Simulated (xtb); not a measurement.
C₄H₁₂O₃Si, SMILES O[Si](CCCC)(O)O. All values are semi-empirical tight-binding results from xtb (GFN2-xTB unless named), good for trends rather than for accurate numbers. The structure is a stationary point at GFN2-xTB. Other conformers were not sampled.

Optimised geometry:

Bonds (Å): C1–C2 1.524, C1–H9 1.088, C1–H10 1.088, C1–H11 1.088, C2–C3 1.527, C2–H12 1.093, C2–H13 1.093, C3–C4 1.528, C3–H14 1.092, C3–H15 1.092, C4–Si5 1.904, C4–H16 1.092, C4–H17 1.092, Si5–O6 1.628, Si5–O7 1.629, Si5–O8 1.629, O6–H18 0.952, O7–H19 0.952, O8–H20 0.952. Bond angles (°): C2–C1–H9 110.7, C2–C1–H10 110.5, C2–C1–H11 110.5, H9–C1–H10 108.4, H9–C1–H11 108.4, H10–C1–H11 108.3, C1–C2–C3 112.0, C1–C2–H12 109.4, C1–C2–H13 109.4, C3–C2–H12 109.2, C3–C2–H13 109.2, H12–C2–H13 107.6, C2–C3–C4 112.3, C2–C3–H14 109.0, C2–C3–H15 109.2, C4–C3–H14 109.3, C4–C3–H15 109.4, H14–C3–H15 107.5, C3–C4–Si5 113.3, C3–C4–H16 108.6, C3–C4–H17 108.5, Si5–C4–H16 110.0, Si5–C4–H17 110.2, H16–C4–H17 106.0, C4–Si5–O6 111.2, C4–Si5–O7 111.0, C4–Si5–O8 111.1, O6–Si5–O7 107.7, O6–Si5–O8 107.9, O7–Si5–O8 107.8, Si5–O6–H18 118.8, Si5–O7–H19 118.9, Si5–O8–H20 118.9.
Charge 0, spin multiplicity 1.

- orbital gap = 8.12 eV
- dipole moment = 0.69 D
- zero-point energy = 102.2 kcal/mol
- G − E(el) at 298.15 K (modified RRHO) = 78.5 kcal/mol
- static polarisability (D4 model) = 97.0 bohr³
- solvation energy, GFN2-xTB/ALPB(water) = -11.4 kcal/mol
- solvation energy, GFN2-xTB/ALPB(octanol) = -12.3 kcal/mol

**Question.** Give the atomic charges and the Wiberg bond orders between heavy atoms. (An estimate is asked for; the answer gives what the named calculation found.)

**Answer.** charges (e) C1 -0.10, C2 -0.05, C3 -0.06, C4 -0.16, Si5 0.64, O6 -0.48, O7 -0.48, O8 -0.48, H9 0.03, H10 0.03, H11 0.03, H12 0.03, H13 0.03, H14 0.02, H15 0.02, H16 0.02, H17 0.02, H18 0.31, H19 0.31, H20 0.31. Bond orders C1–C2 1.02, C2–C3 1.01, C3–C4 1.02, C4–Si5 0.84, Si5–O6 1.14, Si5–O7 1.14, Si5–O8 1.13.
